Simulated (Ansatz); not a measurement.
An input meant for Si18NH28⁺, a doped nanocrystal cut from the lattice of silicon (N on a surface site) (charge 1, singlet).

```yaml
crystal:
  periodic: [false, false, false]
  atoms:
    - {symbol: N, position_ang: [1.123149, -1.125472, -3.816315]}
    - {symbol: Si, position_ang: [-1.318773, -1.318983, -1.317929]}
    - {symbol: Si, position_ang: [-1.379228, -1.356820, 4.025220]}
    - {symbol: Si, position_ang: [-1.368587, 1.365931, -3.867139]}
    - {symbol: Si, position_ang: [-1.395603, 1.396989, 1.367457]}
    - {symbol: Si, position_ang: [1.398225, -1.397597, 1.392371]}
    - {symbol: Si, position_ang: [1.318158, 1.317963, -1.319690]}
    - {symbol: Si, position_ang: [1.359620, 1.381266, 4.023735]}
    - {symbol: Si, position_ang: [-2.796014, -0.003956, -2.588974]}
    - {symbol: Si, position_ang: [0.129010, -2.405754, -2.814368]}
    - {symbol: Si, position_ang: [0.083101, -0.086421, -5.020628]}
    - {symbol: Si, position_ang: [-2.756489, -0.036139, 2.643977]}
    - {symbol: Si, position_ang: [-0.020287, -2.748847, 2.697266]}
    - {symbol: Si, position_ang: [0.006608, -0.006467, 0.108100]}
    - {symbol: Si, position_ang: [-0.022705, 0.025856, 5.368358]}
    - {symbol: Si, position_ang: [0.002197, 2.794253, -2.590905]}
    - {symbol: Si, position_ang: [0.038956, 2.758160, 2.642097]}
    - {symbol: Si, position_ang: [2.403979, -0.130757, -2.815891]}
    - {symbol: Si, position_ang: [2.750563, 0.021168, 2.695842]}
    - {symbol: H, position_ang: [-2.002852, -2.446762, -0.588116]}
    - {symbol: H, position_ang: [-2.253957, -2.222516, 4.898555]}
    - {symbol: H, position_ang: [-2.085588, 2.082182, -4.983960]}
    - {symbol: H, position_ang: [-2.203918, 2.204977, 0.378047]}
    - {symbol: H, position_ang: [1.709721, -1.712496, -4.441775]}
    - {symbol: H, position_ang: [2.218899, -2.219064, 0.423007]}
    - {symbol: H, position_ang: [2.446316, 2.002705, -0.591100]}
    - {symbol: H, position_ang: [2.226002, 2.256275, 4.896108]}
    - {symbol: H, position_ang: [-3.619139, -0.855318, -3.518059]}
    - {symbol: H, position_ang: [-3.680286, 0.822998, -1.697989]}
    - {symbol: H, position_ang: [-0.520672, -3.209650, -3.904849]}
    - {symbol: H, position_ang: [1.213403, -3.212151, -2.160240]}
    - {symbol: H, position_ang: [-0.606470, -1.138283, -5.841146]}
    - {symbol: H, position_ang: [1.134272, 0.602774, -5.842350]}
    - {symbol: H, position_ang: [-3.539620, -0.903249, 1.688235]}
    - {symbol: H, position_ang: [-3.719370, 0.776922, 3.468487]}
    - {symbol: H, position_ang: [-0.863430, -3.592796, 1.773539]}
    - {symbol: H, position_ang: [0.816690, -3.656108, 3.560812]}
    - {symbol: H, position_ang: [-0.898139, 0.902042, 6.225771]}
    - {symbol: H, position_ang: [0.839953, -0.836552, 6.252469]}
    - {symbol: H, position_ang: [-0.824114, 3.679191, -1.699976]}
    - {symbol: H, position_ang: [0.852870, 3.616712, -3.521216]}
    - {symbol: H, position_ang: [-0.772968, 3.722411, 3.466126]}
    - {symbol: H, position_ang: [0.906105, 3.539785, 1.685144]}
    - {symbol: H, position_ang: [3.210833, -1.214624, -2.161441]}
    - {symbol: H, position_ang: [3.207328, 0.518303, -3.907159]}
    - {symbol: H, position_ang: [3.658049, -0.815649, 3.559290]}
    - {symbol: H, position_ang: [3.594205, 0.863597, 1.771212]}
basis:
  gaussian: {orbitals: aug-cc-pVDZ, fitting: {mean_field: def2-universal-jkfit}, final_grid: {core_spheres: 5, valence_spheres: 4, degree: 11}}
total_charge: 1
magnetization: {spin_polarized: true, initial_magnetization: 1}
hamiltonian: {xc: {name: BLYP}, dispersion: d3bjatm}
scf: {omitted_lower_state_checks: [starts]}
output: {forces: true}
```

```sh
$ ansatz run in.yaml --threads 4 --pin off --events-out ev --progress --plain --max-ram 66560MiB --backend cuda --devices 0, --max-vram 37GiB
```

Output, abridged:

```
Error: a molecule whose nuclei and cores have a total charge of 287 cannot have a net charge of 1 together with 1 unpaired electrons
```

(1) What is wrong with this run?

Results:

(1) The number of unpaired electrons doesn't fit the electron count. The input was rejected before any iteration.
